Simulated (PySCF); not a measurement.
H4N2OSW, multiplicity 1. Atoms are numbered in the order given.

```xyz
9

W      0.1481    -0.0470     0.0000
O      0.7989    -1.6450     0.0000
S     -2.0213     0.0348     0.0000
N      0.7909     0.8383    -1.6186
H      0.3125     1.6062    -2.0989
H      1.6473     0.5674    -2.1119
N      0.7909     0.8383     1.6186
H      1.6473     0.5674     2.1119
H      0.3125     1.6062     2.0989
```

Geometry: PBE-D3(BJ)/def2-SVP. The spin state was assumed, not searched. The structure was generated by enumeration; whether it is a known compound was not checked. The def2 effective core potentials stand for the cores of W; spin–orbit coupling is left out. Other conformers were not sampled.

Method: TDA-PBE/def2-SVPD (PySCF).

Vertical excitations. The molecule is in vacuum. State labels are in the subgroup Cs.

Computed UV-visible absorptions:
```tsv
state	symmetry	energy (eV)	λ (nm)	f	main pairs
S1	A"	3.27	380	0.001	HOMO→LUMO 99 %
S2	A'	3.52	352	0.007	HOMO−1→LUMO 79 %
S3	A'	4.10	303	0.012	HOMO→LUMO+1 67 %, HOMO−2→LUMO 28 %
S4	A"	4.32	287	0.008	HOMO−3→LUMO 86 %
S5	A"	4.36	285	0.023	HOMO−1→LUMO+1 69 %, HOMO−2→LUMO+1 13 %, HOMO−3→LUMO 12 %
S6	A"	4.74	261	0.001	HOMO−1→LUMO+2 98 %
S7	A'	4.75	261	0.016	HOMO→LUMO+2 70 %, HOMO−2→LUMO 14 %
S8	A'	4.81	258	0.022	HOMO−2→LUMO 34 %, HOMO→LUMO+2 27 %, HOMO→LUMO+1 7 %, HOMO→LUMO+5 7 %
S9	A"	5.00	248	0.002	HOMO→LUMO+3 97 %
S10	A'	5.08	244	0.003	HOMO−3→LUMO+1 50 %, HOMO−1→LUMO+3 47 %
T1	A"	2.96	419	0	HOMO→LUMO 98 %
T2	A'	2.96	418	0	HOMO−1→LUMO 93 %
T3	A'	3.60	344	0	HOMO→LUMO+1 96 %
T4	A"	3.71	335	0	HOMO−1→LUMO+1 97 %
```
Triplets are in the Tamm–Dancoff approximation.
